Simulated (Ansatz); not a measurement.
```xyz
7

O     0.432   -0.288   -0.921
B    -0.456    0.123    0.415
Cl    0.053    1.847    0.701
Cl   -2.171   -0.090   -0.050
Cl    0.151   -1.055    1.662
H     0.977    0.482   -1.146
H     1.014   -1.019   -0.660
```

Total charge 0; spin multiplicity 1.

Question: List the r2SCAN/def2-TZVPP orbital energies in eV (Ansatz 0.2.0). (An estimate is asked.)

Answer: Ansatz gave: Occupied: -2753.22, -2753.22, -2752.97, -519.49, -254.62, -254.62, -254.38, -193.17, -193.17, -193.03, -193.02, -193.01, -193.00, -192.93, -192.77, -192.76, -184.16, -30.43, -22.32, -21.18, -21.00, -17.06, -15.25, -12.65, -11.83, -10.73, -10.38, -8.60, -8.33, -8.31, -7.88, -7.69, -7.26. Lowest empty: -0.76, 0.78, 0.97, 1.40, 2.12, 2.14, 3.04, 3.69.
